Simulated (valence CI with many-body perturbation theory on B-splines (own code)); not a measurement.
**Ce⁸⁺: electric-dipole lines**

Computed by valence CI with perturbative core correlation (CI+MBPT): four valence electrons over a frozen Dirac-Fock core [Kr] 4d10, radial functions for each j: 7 s, 7 p, 7 d, 7 f, 4 g, 2 h, with the one-electron correlation potential Σ1, the two-electron term Σ2, the three-electron term Σ3, Breit, model QED; selected CI, second order for the rest, scaled by the run's own slope (own B-spline code, finite nucleus).

No measured spectrum was set against this ion. As an estimate, levels hold to about 250 cm⁻¹ or 0.2 % of their energy and the worst to 1 %, as in measured heavy ions of charge 2 to 7; those with d or f electrons hold less well. Among the levels kept, up to 470 cm⁻¹ of a level comes from second order outside the variational space, and about a tenth of that is noise between levels of different J, which matters for small intervals.

Lines 151 to 200 of 552 in falling wavelength, among levels below 43.990 eV, chosen from the strongest by gf and those to the six lowest levels. Wavelengths and rates use the calculated energies, so an error of 200 cm⁻¹ moves a line at 510.8 Å by 0.1 % and its rate by three times that or more. Electric multipoles are in the length gauge, E1 and E2 with the static RPA response of the core. Weak lines are less certain than strong ones. Lines between different terms over intervals too small for the method are left out, as are lines whose strength nearly cancels. Where a level lies close to another of its J and parity, the split of strength between their lines is uncertain.

Names give the largest LS component (configuration and term), which can be under half, so a name can repeat, a term be missing and a line seem to break the LS rules; names also repeat where a configuration has a term twice. Letters in brackets count levels of one name in rising energy.

| λ vac (Å) | Upper | Lower | A (s⁻¹) | S (a.u.) |
| --- | --- | --- | --- | --- |
| 510.8 | 4f 5s 5p2 3D°_3 [c] | 4f 5s2 5p 3F_2 | 2.31e+09 | 1.06e+00 |
| 509.0 | 4f 5s 5p2 1F°_3 [a] | 4f 5s2 5p 1G_4 | 1.58e+09 | 7.21e-01 |
| 508.7 | 4f2 5s 5p 3H°_4 [a] | 4f 5s2 5p 3D_3 | 4.38e+08 | 2.56e-01 |
| 508.3 | 4f 5s 5p2 3D°_1 [c] | 4f 5s2 5p 3D_2 | 3.05e+09 | 5.93e-01 |
| 507.9 | 4f2 5s 5p 3P°_2 | 4f 5s2 5p 1D_2 | 1.66e+09 | 5.37e-01 |
| 506.6 | 5s2 5p 5d 3D°_3 | 4f 5s2 5p 3F_4 | 3.17e+09 | 1.42e+00 |
| 505.3 | 4f 5s 5p2 3G°_4 [b] | 4f 5s2 5p 3D_3 | 2.51e+09 | 1.44e+00 |
| 504.9 | 4f 5s 5p2 3F°_3 [c] | 4f 5s2 5p 3D_2 | 4.66e+09 | 2.07e+00 |
| 504.3 | 4f 5s 5p2 1H°_5 | 4f 5s2 5p 3G_4 | 4.60e+08 | 3.20e-01 |
| 504.2 | 4f 5s 5p2 3F°_3 [c] | 4f 5s2 5p 3D_3 | 5.67e+08 | 2.51e-01 |
| 503.9 | 4f 5s 5p2 3G°_4 [b] | 4f 5s2 5p 3G_5 | 6.16e+08 | 3.50e-01 |
| 503.4 | 4f 5s 5p2 1D°_2 [a] | 4f 5s2 5p 3G_3 | 2.39e+09 | 7.51e-01 |
| 503.1 | 4f 5s 5p2 3G°_5 [c] | 4f 5s2 5p 3G_5 | 1.05e+10 | 7.27e+00 |
| 502.5 | 4f 5s 5p2 3F°_2 [c] | 4f 5s2 5p 3D_1 | 2.81e+09 | 8.81e-01 |
| 500.9 | 4f2 5s 5p 3F°_3 [a] | 4f 5s2 5p 1D_2 | 3.17e+08 | 1.38e-01 |
| 500.8 | 4f2 5s 5p 3F°_2 [a] | 4f 5s2 5p 3D_1 | 1.22e+09 | 3.78e-01 |
| 500.7 | 4f 5s 5p2 1F°_3 [b] | 4f 5s2 5p 1G_4 | 5.48e+08 | 2.37e-01 |
| 500.6 | 4f 5s 5p2 1D°_2 [c] | 4f 5s2 5p 1D_2 | 1.26e+09 | 3.90e-01 |
| 500.2 | 4f 5s 5p2 3G°_3 [c] | 4f 5s2 5p 3F_2 | 5.24e+09 | 2.26e+00 |
| 499.2 | 4f2 5s 5p 3I°_5 [a] | 4f 5s2 5p 3G_5 | 3.98e+08 | 2.68e-01 |
| 498.7 | 4f 5s 5p2 1D°_2 [b] | 4f 5s2 5p 3F_3 | 2.64e+08 | 8.07e-02 |
| 498.3 | 4f 5s 5p2 3F°_4 [d] | 4f 5s2 5p 3G_4 | 4.43e+09 | 2.44e+00 |
| 497.5 | 5s2 5p 5d 3F°_2 [a] | 5s2 5p2 3P_2 [b] | 1.01e+09 | 3.08e-01 |
| 497.3 | 4f 5s 5p2 3G°_3 [c] | 4f 5s2 5p 3F_3 | 1.26e+08 | 5.35e-02 |
| 497.0 | 4f2 5s 5p 3H°_4 [a] | 4f 5s2 5p 3F_4 | 2.92e+08 | 1.59e-01 |
| 496.6 | 5s2 5p 5d 3F°_2 [b] | 4f 5s2 5p 3F_2 | 7.77e+08 | 2.35e-01 |
| 496.4 | 4f 5s 5p2 3D°_3 [c] | 4f 5s2 5p 3G_3 | 1.30e+09 | 5.49e-01 |
| 494.9 | 4f 5s 5p2 1G°_4 [b] | 4f 5s2 5p 3D_3 | 2.19e+09 | 1.18e+00 |
| 494.3 | 4f 5s 5p2 3F°_2 [c] | 4f 5s2 5p 3D_2 | 1.92e+09 | 5.72e-01 |
| 493.9 | 4f 5s 5p2 3D°_1 [b] | 5s2 5p2 3P_2 [b] | 9.36e+08 | 1.67e-01 |
| 493.8 | 4f 5s 5p2 3G°_4 [b] | 4f 5s2 5p 3F_4 | 6.89e+09 | 3.68e+00 |
| 493.8 | 5s2 5p 5d 3F°_2 [b] | 4f 5s2 5p 3F_3 | 1.77e+09 | 5.25e-01 |
| 493.6 | 4f 5s 5p2 3F°_4 [d] | 4f 5s2 5p 3F_3 | 7.08e+09 | 3.78e+00 |
| 493.5 | 4f 5s 5p2 1G°_4 [b] | 4f 5s2 5p 3G_5 | 3.61e+08 | 1.93e-01 |
| 493.4 | 4f 5s 5p2 3F°_3 [d] | 4f 5s2 5p 1G_4 | 3.55e+09 | 1.47e+00 |
| 493.1 | 4f 5s 5p2 3G°_5 [c] | 4f 5s2 5p 3F_4 | 2.14e+09 | 1.40e+00 |
| 492.8 | 4f 5s 5p2 3F°_3 [c] | 4f 5s2 5p 3F_4 | 7.20e+08 | 2.98e-01 |
| 492.7 | 4f2 5s 5p 3F°_2 [a] | 4f 5s2 5p 3D_2 | 7.17e+08 | 2.12e-01 |
| 492.5 | 4f 5s 5p2 1F°_3 [a] | 4f 5s2 5p 3D_2 | 6.07e+08 | 2.51e-01 |
| 492.4 | 4f 5s 5p2 3D°_2 [c] | 4f 5s2 5p 1F_3 | 2.24e+09 | 6.61e-01 |
| 492.2 | 4f 5s 5p2 3F°_2 [d] | 4f 5s2 5p 3D_1 | 4.60e+09 | 1.35e+00 |
| 491.8 | 4f2 5s 5p 5D°_1 [a] | 4f 5s2 5p 3D_2 | 1.15e+09 | 2.02e-01 |
| 491.4 | 4f 5s 5p2 3D°_2 [b] | 5s2 5p2 3P_2 [b] | 2.40e+08 | 7.03e-02 |
| 491.2 | 4f2 5s 5p 3H°_5 [a] | 4f 5s2 5p 3G_5 | 3.17e+08 | 2.04e-01 |
| 490.1 | 5s2 5p 5d 3P°_1 | 4f 5s2 5p 3D_2 | 4.62e+09 | 8.06e-01 |
| 487.7 | 4f 5s 5p2 1D°_2 [b] | 4f 5s2 5p 3G_3 | 1.94e+09 | 5.57e-01 |
| 486.9 | 4f 5s 5p2 3D°_3 [b] | 5s2 5p2 3P_2 [b] | 1.43e+08 | 5.71e-02 |
| 486.5 | 4f 5s 5p2 3G°_4 [b] | 4f 5s2 5p 1F_3 | 1.02e+09 | 5.22e-01 |
| 486.4 | 4f 5s 5p2 3G°_3 [c] | 4f 5s2 5p 3G_3 | 3.66e+09 | 1.45e+00 |
| 485.4 | 4f 5s 5p2 3F°_3 [c] | 4f 5s2 5p 1F_3 | 5.35e+09 | 2.12e+00 |
